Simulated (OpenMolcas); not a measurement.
## Tc4+ in a point-charge field

Tc4+ among 4 point charges of -0.98 e arranged as a square (D4h), 2.25 Å from the ion.

| Item | Value |
| --- | --- |
| Program | OpenMolcas |
| Method | SS-CASPT2, IPEA 0.25 Eh, imaginary shift 0.1 Eh (closed shells correlated: 4s 4p) |
| Basis | ANO-RCC-VDZP [6s5p3d1f] |
| Scalar Hamiltonian | DKH2, point nucleus |
| Active space | 3 electrons in 5 orbitals (4d) |
| State averaging | 2S+1 = 4 even, 10 roots; 2S+1 = 2 even, 40 roots |
| Spin-orbit coupling | state interaction with AMFI integrals over the reference wave functions |

The lowest spin-free states (labels of D4, the rotations of D4h), above the lowest:

| State | Degeneracy | E (cm-1) | Free-ion L (%) |
| --- | --- | --- | --- |
| 4E | 2 | 0 | F (99) |
| 4B1 | 1 | 770 | F (100) |
| 4A2 | 1 | 970 | F (78) |
| 4E | 2 | 3190 | F (97) |
| 4B2 | 1 | 3310 | F (100) |
| 4A2 | 1 | 11430 | P (78) |
| 2E | 2 | 13190 | G (87) |
| 2A1 | 1 | 13220 | G (94) |
| 2B1 | 1 | 14180 | G (94) |
| 2B2 | 1 | 14220 | G (80) |
| 2E | 2 | 14640 | G (59) |
| 2A2 | 1 | 14910 | H (82) |
| 2E | 2 | 15700 | H (55) |
| 2A1 | 1 | 15750 | G (90) |
| 2B2 | 1 | 15840 | H (60) |
| 2A2 | 1 | 15840 | G (71) |
| 2E | 2 | 16120 | P (67) |
| 2B1 | 1 | 16690 | H (70) |
| 4E | 2 | 17240 | P (95) |
| 2B1 | 1 | 18360 | D (75) |

The lowest levels with spin-orbit coupling:

```
E (cm-1)  Degeneracy  Label      2S+1               g
       0           2   E3/2         4  0.44 1.27 1.27
    1010           2   E3/2         4  2.09 2.83 2.83
    1140           2   E1/2         4  0.38 0.38 1.67
    2090           2   E1/2         4  1.14 2.59 2.59
    2420           2   E3/2         4  0.82 0.82 3.96
    2760           2   E1/2         4  1.46 1.46 5.02
    2950           2   E3/2         4  0.33 4.54 4.54
    3240           2   E1/2         4  0.80 0.80 5.81
    4240           2   E3/2         4  2.65 2.65 2.95
    4890           2   E1/2         4  0.30 0.30 1.40
    5330           2   E1/2         4  0.46 0.46 4.26
    5570           2   E3/2         4  1.72 4.73 4.73
    6090           2   E1/2         4  1.53 1.53 5.13
    6400           2   E3/2         4  2.41 5.87 5.87
   12830           2   E3/2  4 (88 %)  0.01 0.01 5.69
   13010           2   E1/2         4  1.91 3.64 3.64
   14380           2   E1/2         2  0.58 3.38 3.38
   14580           2   E3/2         2  0.78 0.78 2.92
   14640           2   E1/2         2  1.04 4.89 4.89
   15120           2   E3/2         2  1.32 2.67 2.67
```

Powder χT (cm3 K/mol): 0.107 at 2 K, 0.111 at 10 K, 0.13 at 50 K, 0.153 at 100 K, 0.201 at 200 K, 0.255 at 300 K. The effective moment at 300 K is 2.828 √(χT) = 1.43 μB.

The lowest level has 2S+1 = 4, for which the spin-only value is χT = S(S+1) / 2 = 1.875 cm3 K/mol (g = 2). The computed 0.255 at 300 K differs by -1.620, through orbital momentum, spin-orbit coupling and any other state in reach.

An orbital doublet at a regular site is open to a Jahn-Teller distortion, which this geometry leaves out. The ground term spreads over less than 5000 cm-1, several times less than with real ligands, so orbital moments are less quenched and χT lies further from the spin-only value than at real sites. Free-ion shares, where given, are those of the reference states; single-state CASPT2 does not remix them. Point charges carry no covalency, so the field is a model and not that of real ligands. No measured value stands beside these numbers.
